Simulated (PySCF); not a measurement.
**Orbital picture of BeC**

PBE0 at R = 1.699 Å; PySCF, no relativity, basis sets Be 3-21G, C 3-21G. State: ³Π (triplet), unpaired electrons σ ↑, π ↑, a second solution, started from another occupation. Only the outer orbitals are listed, counted within each symmetry.

```json
{"spin": "α", "orbital": "3σ", "occ.": "1", "ε (eV)": "-16.97", "on Be (%)": "9", "main shells (%)": "86 C s"}
{"spin": "α", "orbital": "4σ", "occ.": "1", "ε (eV)": "-7.70", "on Be (%)": "33", "main shells (%)": "55 C p, 30 Be s, 13 C s"}
{"spin": "α", "orbital": "1π", "occ.": "1", "ε (eV)": "-7.41", "on Be (%)": "17", "main shells (%)": "82 C p, 18 Be p"}
{"spin": "α", "orbital": "5σ", "occ.": "1", "ε (eV)": "-5.62", "on Be (%)": "81", "main shells (%)": "46 Be s, 34 Be p, 19 C p"}
{"spin": "α", "orbital": "1π", "occ.": "0", "ε (eV)": "-4.47", "on Be (%)": "29", "main shells (%)": "71 C p, 29 Be p"}
{"spin": "α", "orbital": "2π", "occ.": "0", "ε (eV)": "-0.37", "on Be (%)": "84", "main shells (%)": "84 Be p, 16 C p"}
{"spin": "α", "orbital": "2π", "occ.": "0", "ε (eV)": "0.07", "on Be (%)": "72", "main shells (%)": "72 Be p, 28 C p"}
{"spin": "β", "orbital": "3σ", "occ.": "1", "ε (eV)": "-15.37", "on Be (%)": "13", "main shells (%)": "82 C s"}
{"spin": "β", "orbital": "4σ", "occ.": "1", "ε (eV)": "-6.65", "on Be (%)": "22", "main shells (%)": "63 C p, 18 Be s, 15 C s"}
{"spin": "β", "orbital": "1π", "occ.": "0", "ε (eV)": "-3.82", "on Be (%)": "27", "main shells (%)": "73 C p, 27 Be p"}
{"spin": "β", "orbital": "1π", "occ.": "0", "ε (eV)": "-2.84", "on Be (%)": "37", "main shells (%)": "63 C p, 37 Be p"}
{"spin": "β", "orbital": "5σ", "occ.": "0", "ε (eV)": "-1.66", "on Be (%)": "91", "main shells (%)": "69 Be s, 22 Be p, 10 C p"}
```

Task: Which are the highest filled and the lowest empty level, where do they sit, and how wide is the gap?

Result: Highest filled α 5σ at -5.62 eV (in %: 46 Be s, 34 Be p, 19 C p); lowest empty α 1π at -4.47 eV (in %: 71 C p, 29 Be p); the gap at PBE0 is 1.15 eV.

The bond order (Mayer) is 1.09. The ⟨S²⟩ is 2.001, the charge on Be (Mulliken, basis-dependent) is 0.24 and the charge on Be (Löwdin, basis-dependent) is -0.06. The dipole moment (positive dipole means Be(−)C(+)) is -0.86 D.

3-21G is very small, so such numbers show the basis as much as the molecule.
